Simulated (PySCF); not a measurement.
## ZnCl⁻: mean field, correlation and small terms against distance

State: ¹Σ⁺, singlet, closed shell. RHF-based CCSD(T) in PySCF 2.14 with Zn aug-cc-pVDZ-PP with ECP10, Cl aug-cc-pV(D+d)Z and Zn aug-cc-pVTZ-PP with ECP10, Cl aug-cc-pV(T+d)Z (frozen core orbitals: 9; scalar-relativistic core potentials). Correlation energies are extrapolated as n⁻³ (n = 2, 3), Hartree–Fock as (n+1)·exp(−9√n). All energies in eV from Zn + Cl⁻.

| R (Å) | HF/CBS | CCSD corr. | (T) | total |
| --- | --- | --- | --- | --- |
| 2.1862 | -0.373 | -0.110 | -0.0398 | -0.523 |
| 2.2856 | -0.503 | -0.088 | -0.0370 | -0.629 |
| 2.3850 | -0.566 | -0.073 | -0.0349 | -0.674 |
| 2.4844 | -0.586 | -0.062 | -0.0330 | -0.681 |
| 2.5837 | -0.580 | -0.054 | -0.0312 | -0.665 |
| 2.7080 | -0.551 | -0.045 | -0.0287 | -0.625 |
| 2.8322 | -0.512 | -0.038 | -0.0260 | -0.576 |

A fit to the total gives Re = 2.4577 Å, De = 0.682 eV, ωe = 179.2 cm⁻¹, Be = 0.1235 cm⁻¹ (masses 63.9291 and 34.9689 u).

Q: At R = 2.4844 Å the CCSD correlation energy is -0.607298 hartree in the smaller basis and -0.720280 in the larger. Extrapolate it.

A: (3³·E3 − 2³·E2)/(3³ − 2³) = -0.76785 hartree; the larger basis holds 93.8 % of it.

The T1 diagnostic is 0.021, large enough to doubt a single reference. Spin–orbit coupling, excitations beyond (T) and corrections to the Born–Oppenheimer picture are left out.
